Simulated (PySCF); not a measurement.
**Debugging a PySCF script (TeC)**

```python
from pyscf import gto, scf

mol = gto.M(
    atom='Te 0 0 0; C 0 0 2.131',
    basis='def2-svpd',
    ecp={'Te': 'def2-svpd'},
    charge=0,
    spin=0,
    symmetry=True,
    verbose=3,
)
mf = scf.RHF(mol)
mf.max_cycle = 1
mf.kernel()
mf.dip_moment()
print('orbital energies (hartree):', mf.mo_energy[..., max(0, mol.nelec[1]-3):mol.nelec[0]+3].round(4))
```

```bash
$ OMP_NUM_THREADS=1 python input.py
```

The log, shortened:

```
SCF not converged.
SCF energy = -302.944615303764
Dipole moment(X, Y, Z, Debye):  0.00000,  0.00000, 19.07805
orbital energies (hartree): [-1.0189 -1.0189 -0.8324 -0.4627 -0.4627 -0.4   ]
```

Task: Which setting is at fault, why, and what does a mended input give?

Result: The cycle limit (1): the limit is below the number of cycles that the SCF needs. With this edit
```diff
- mf.max_cycle = 1
```
the run finishes: E(SCF) = -304.661783 Eh, μz(SCF) = -1.19 D.

Stability towards an unrestricted solution was not tested. The bond length is a typed value, not an optimised one.
